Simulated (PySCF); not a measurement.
Fill in the blanks.

Compound: C₇H₁₅NOSi.
InChI=1S/C7H15NOSi/c1-5-7(6(2)3)8(4)10-9/h5,7,9H,1-2,10H2,3-4H3/t7-/m1/s1

```tsv
property	level	value
point group	PBE0-D3(BJ)/def2-SVP	C1
rotational constants A, B, C	PBE0-D3(BJ)/def2-SVP	1.482, 0.794, 0.622 GHz
dipole moment	B3LYP/def2-SVPD	1.70 D
HOMO energy	B3LYP/def2-SVPD	?
LUMO energy	B3LYP/def2-SVPD	?
lowest singlet excitation	TDDFT B3LYP/def2-SVPD	5.17 eV (240 nm, f = 0.024)
strongest line among the 10 lowest singlet transitions	TDDFT B3LYP/def2-SVPD	S9 at 6.68 eV (186 nm, f = 0.034)
lowest triplet excitation (Tamm–Dancoff)	TDA B3LYP/def2-SVPD	4.36 eV
static isotropic polarisability	B3LYP/def2-SVPD	?
vertical ionisation energy	ΔSCF B3LYP/def2-SVPD	8.23 eV
electronic spatial extent ⟨r²⟩ about the centre of nuclear charge	B3LYP/def2-SVPD	?
13C chemical shifts (computed TMS as zero) by class	GIAO PBE0/pcSseg-1	?
1H chemical shifts (computed TMS as zero) by class	GIAO PBE0/pcSseg-1	?
isotropic shieldings of nuclei other than C and H, by class	GIAO PBE0/pcSseg-1	?
```

Gas-phase values; electronic properties from PySCF, density fitting. One conformer (not necessarily the lowest) at the PBE0-D3(BJ)/def2-SVP geometry, without solvent or vibrations. NMR classes are plain means over equivalent atoms (diastereotopic ones count apart unless rotation or inversion swaps them), as if these changed places fast; in this geometry the members of some classes differ.

**Question.** Give the isotropic shieldings of nuclei other than C and H, by class.

**Answer.** 209 (1 N), 290 (1 O), 371 (1 Si) ppm.

**Question.** The electronic spatial extent ⟨r²⟩ about the centre of nuclear charge?

**Answer.** 2005 bohr².

**Question.** Give the static isotropic polarisability.

**Answer.** 124.3 au.

**Question.** Give the HOMO energy.

**Answer.** -6.38 eV.

**Question.** The LUMO energy?

**Answer.** -0.28 eV.

**Question.** The 13C chemical shifts (computed TMS as zero) by class?

**Answer.** 155.1 (1 C), 146.2 (1 C), 123.8 (1 C), 122.7 (1 C), 68.1 (1 C), 27.0 (1 C), 23.8 (1 C) ppm.

**Question.** The 1H chemical shifts (computed TMS as zero) by class?

**Answer.** 6.58 (1 H), 5.40 (1 H), 5.39 (1 H), 5.29 (1 H), 5.17 (1 H), 4.77 (1 H), 4.70 (1 H), 3.56 (1 H), 2.34 (3 H), 1.71 (3 H), 0.84 (1 H) ppm.

The principal polarisabilities are 106.3, 127.7 and 138.7 au; their mean is the isotropic value. With B = h/(8π²I), that is 505.379 GHz u Å² over I, the principal moments of inertia are 340.9, 636.6 and 812.7 u Å² (most abundant isotopes). In wavenumbers S1 is 41700 cm⁻¹ (1 eV = 8065.54 cm⁻¹). No computed singlet falls in the visible range (750 to 380 nm, 1.65 to 3.26 eV); S1 lies 1.91 eV above its blue end. The ΔSCF ionisation energy exceeds −ε(HOMO) by 1.85 eV with B3LYP.
